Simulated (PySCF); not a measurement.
SCF from a fresh guess for triplet MoH4, at the PBE0 minimum. PySCF input:

```python
from pyscf import gto, scf, dft
mol = gto.M(atom='''
Mo    -0.000000    -0.000000    -0.000000
H      1.376498    -0.000042     0.973331
H     -1.376498    -0.000000     0.973331
H      0.000021     1.376519    -0.973302
H     -0.000021    -1.376477    -0.973361''',
    basis={'Mo': 'def2-TZVP', 'H': 'def2-TZVP'},
    ecp={'Mo': 'def2-TZVP'},
    charge=0, spin=2)
mf = dft.UKS(mol, xc='PBE0')
mf.grids.atom_grid = (50, 194)
aux = {'Mo': 'def2-universal-JKFIT', 'H': 'def2-universal-JKFIT'}
mf = mf.density_fit(auxbasis=aux)
mf.conv_tol = 1e-08
mf.diis_space = 10
mf.max_cycle = 60
mf.init_guess = 'minao'
mf.verbose = 4
mf.kernel()
```

Excerpt of the output (cycles alone):

```
init E= -63.7492078922158
cycle= 1 E= -70.3584298033166  delta_E= -6.61  |g|= 0.451  |ddm|=  2.5
cycle= 2 E= -70.1405054115749  delta_E= 0.218  |g|= 0.776  |ddm|= 0.992
cycle= 3 E= -70.4719841015599  delta_E= -0.331  |g|= 0.0152  |ddm|= 0.684
cycle= 4 E= -70.472591213153  delta_E= -0.000607  |g|= 0.0134  |ddm|= 0.0387
cycle= 5 E= -70.4728319124131  delta_E= -0.000241  |g|= 0.0038  |ddm|= 0.0222
cycle= 6 E= -70.4729070642171  delta_E= -7.52e-05  |g|= 0.00234  |ddm|= 0.0178
cycle= 7 E= -70.4729158768791  delta_E= -8.81e-06  |g|= 8.9e-05  |ddm|= 0.00698
cycle= 8 E= -70.4729158885711  delta_E= -1.17e-08  |g|= 8.32e-06  |ddm|= 0.00029
cycle= 9 E= -70.4729158886849  delta_E= -1.14e-10  |g|= 1.76e-06  |ddm|= 2.46e-05
Extra cycle  E= -70.4729158886834  delta_E= 1.45e-12  |g|= 3.14e-06  |ddm|= 4.77e-06
converged SCF energy = -70.4729158886834  <S^2> = 2.0302353  2S+1 = 3.0200896
```

No lower solution of this spin was found from smeared starts or by a stability analysis within the unrestricted form.

Open d and f shells are described by one determinant, and the ground state may have another occupation or spin.

The search for the lowest solution, 3 starts and the stability check together, took 9.7 s on 2 threads of a shared Arm Neoverse N1 host, with 64 basis functions; the process peaked at 0.41 GiB. Launch command: `OMP_NUM_THREADS=2 python axn.py task.json out`.
